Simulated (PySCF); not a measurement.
iodine (I2), singlet, at a GFN2-xTB geometry (all electrons, no relativity), with bond 2-1 at 1.8 times its length; CASSCF(2,2)/STO-3G in PySCF.

The PySCF input:
```python
from pyscf import gto, scf, mcscf
import numpy

mol = gto.Mole()
mol.atom = '''
    I    -0.00000000   -0.00000000   -1.33192123
    I     0.00000000    0.00000000    3.46299520
'''
mol.basis = 'sto-3g'
mol.verbose = 4
mol.build()

mf = scf.RHF(mol)
mf.kernel()
mc = mcscf.CASSCF(mf, 2, 2)
mc.fix_spin_(ss=0.0)
mc.kernel()
occ = numpy.linalg.eigvalsh(mc.fcisolver.make_rdm1(mc.ci, mc.ncas, mc.nelecas))[::-1]
ss = mc.fcisolver.spin_square(mc.ci, mc.ncas, mc.nelecas)[0]
print('natural occupations', occ.round(4), ' <S^2>', round(ss, 4))
```

Output, abridged:

```
PySCF version 2.14.0

[INPUT] verbose = 4
[INPUT] num. atoms = 2
[INPUT] num. electrons = 106
[INPUT] charge = 0
[INPUT] spin (= nelec alpha-beta = 2S) = 0
[INPUT] symmetry False subgroup None
[INPUT] Mole.unit = angstrom
[INPUT] Symbol           X                Y                Z      unit          X                Y                Z       unit  Magmom
[INPUT]  1 I      0.000000000000   0.000000000000  -1.331921230000 AA    0.000000000000   0.000000000000  -2.516966344194 Bohr   0.0
[INPUT]  2 I      0.000000000000   0.000000000000   3.462995200000 AA    0.000000000000   0.000000000000   6.544112498683 Bohr   0.0

nuclear repulsion = 310.007235198942
number of shells = 22
number of NR pGTOs = 162
number of NR cGTOs = 54
basis = sto-3g
ecp = {}

******** <class 'pyscf.scf.hf.RHF'> ********
method = RHF
initial guess = minao
damping factor = 0
level_shift factor = 0
DIIS = <class 'pyscf.scf.diis.CDIIS'>
diis_start_cycle = 1
diis_space = 8
diis_damp = 0
SCF conv_tol = 1e-09
SCF conv_tol_grad = None
SCF max_cycles = 50
direct_scf = True
direct_scf_tol = 1e-13
Set gradient conv threshold to 3.16228e-05
Initial guess from minao.
init E= -13656.5437796881
  HOMO = -0.704276986196122  LUMO = -0.701793191725696  gap/eV = 0.06759
cycle= 1 E= -13701.2021848089  delta_E= -44.7  |g|= 0.114  |ddm|= 2.22
  HOMO = -0.205938513850744  LUMO = -0.0828757067827212  gap/eV = 3.34871
cycle= 2 E= -13701.205250953  delta_E= -0.00307  |g|= 0.00951  |ddm|= 0.142
  HOMO = -0.208137478567822  LUMO = -0.0833607813099639  gap/eV = 3.39535
cycle= 3 E= -13701.2053217538  delta_E= -7.08e-05  |g|= 0.000998  |ddm|= 0.0264
  HOMO = -0.208470278511049  LUMO = -0.0835030973599854  gap/eV = 3.40053
cycle= 4 E= -13701.2053228279  delta_E= -1.07e-06  |g|= 2.63e-05  |ddm|= 0.00367
  HOMO = -0.208476611445525  LUMO = -0.0835039521419591  gap/eV = 3.40068
cycle= 5 E= -13701.2053228285  delta_E= -5.48e-10  |g|= 1.39e-06  |ddm|= 8.14e-05
  HOMO = -0.208476575162135  LUMO = -0.0835039555147771  gap/eV = 3.40068
Extra cycle  E= -13701.2053228285  delta_E= 1.09e-11  |g|= 2.11e-07  |ddm|= 1.36e-06
converged SCF energy = -13701.2053228285

******** <class 'pyscf.mcscf.mc1step.CASSCF'> ********
CAS (1e+1e, 2o), ncore = 52, nvir = 0
max_cycle_macro = 50
max_cycle_micro = 4
conv_tol = 1e-07
conv_tol_grad = None
orbital rotation max_stepsize = 0.02
orbital rotation threshold for CI restart = 0.01
augmented hessian ah_max_cycle = 30
augmented hessian ah_conv_tol = 1e-12
augmented hessian ah_linear dependence = 1e-14
augmented hessian ah_level shift = 1e-08
augmented hessian ah_start_tol = 2.5
augmented hessian ah_start_cycle = 3
augmented hessian ah_grad_trust_region = 3
kf_trust_region = 3
kf_interval = 4
ci_response_space = 4
ci_grad_trust_region = 3
with_dep4 0
natorb = False
canonicalization = True
sorting_mo_energy = False
ao2mo_level = 2
internal_rotation = False
******** <class 'pyscf.fci.addons.SpinPenaltyFCISolver'> ********
max. cycles = 50
conv_tol = 1e-08
davidson only = True
linear dependence = 1e-12
level shift = 0.001
max iter space = 12
nroots = 1
pspace_size = 400
spin = None
CASCI E = -13701.3514177868  S^2 = 0.0000000
Set conv_tol_grad to 0.000316228
macro iter   1 (  5 JK    2 micro), CASSCF E = -13701.3520934789  dE = -6.75692107e-04  S^2 = 0.0000000
               |grad[o]|=0.0224  |grad[c]|=0.000678  |ddm|=0.00729  |maxRot[o]|=0.0215
macro iter   2 (  3 JK    1 micro), CASSCF E = -13701.3520934795  dE = -6.69388101e-10  S^2 = 0.0000000
               |grad[o]|=3.21e-05  |grad[c]|=1.54e-07  |ddm|=4.97e-16  |maxRot[o]|=3.43e-05
1-step CASSCF converged in   2 macro (  8 JK   3 micro) steps
CASSCF canonicalization
Density matrix diagonal elements [1.04679295 0.95320705]
CASSCF energy = -13701.3520934795
CASCI E = -13701.3520934795  E(CI) = -0.833085080061210  S^2 = 0.0000000
natural occupations [1.0468 0.9532]  <S^2> 0.0
```
